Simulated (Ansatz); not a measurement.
C$_{3}$H$_{7}$, doublet, geometry from GFN2-xTB; HF/def2-SVP run with Ansatz (an electronic-structure program).

Ansatz was given this input:
Ansatz 0.2 input:
```yaml
crystal:
  periodic: [false, false, false]
  atoms:
    - {symbol: C, position_ang: [0.00859981, 0.11875871, 0.57248872]}
    - {symbol: C, position_ang: [-0.00143965, 1.27626184, -0.33631803]}
    - {symbol: C, position_ang: [-0.00626636, -1.21946615, -0.19912254]}
    - {symbol: H, position_ang: [-0.87341984, 0.13932142, 1.21910748]}
    - {symbol: H, position_ang: [0.90303160, 0.13749860, 1.20008292]}
    - {symbol: H, position_ang: [-0.00400951, -2.05308670, 0.49917252]}
    - {symbol: H, position_ang: [0.91665154, 1.68468422, -0.71181277]}
    - {symbol: H, position_ang: [-0.92204222, 1.61701380, -0.76917593]}
    - {symbol: H, position_ang: [-0.89542612, -1.28462620, -0.82122352]}
    - {symbol: H, position_ang: [0.86985171, -1.29413156, -0.83843964]}
basis:
  gaussian:
    orbitals: def2-SVP
    point_charges:
      - {charge: 0.5, position_ang: [-2.5815, -4.3902, -1.0015]}
hamiltonian:
  xc: hf
magnetization: {spin_polarized: true, initial_magnetization: 1}
```

### Question
What does Ansatz print? Leave out banner, timings and long lists.

### Answer

```
Functional definition: HF
988 factors; their error is unknown
mean field evaluation 1: about -3196.4951 eV, gradient 1.8e1 eV
mean field evaluation 2: about -3198.3405 eV, gradient 6.0e0 eV
mean field evaluation 4: about -3198.6120 eV, gradient 5.7e-1 eV
mean field evaluation 8: about -3198.6176 eV, gradient 1.1e-1 eV
mean field -3198.67587597 eV, -117.5491703015 hartree, gradient 1.3e-5 eV, S^2 0.762068; 0 other end points of the search recorded, 0 dependent functions left out
reference -3198.67587597 eV, -117.5491703015 hartree; 13, 12 occupied and 64, 65 virtual orbitals, 988 factors
Total energy: -3198.67587597 eV, -117.5491703015 hartree
```
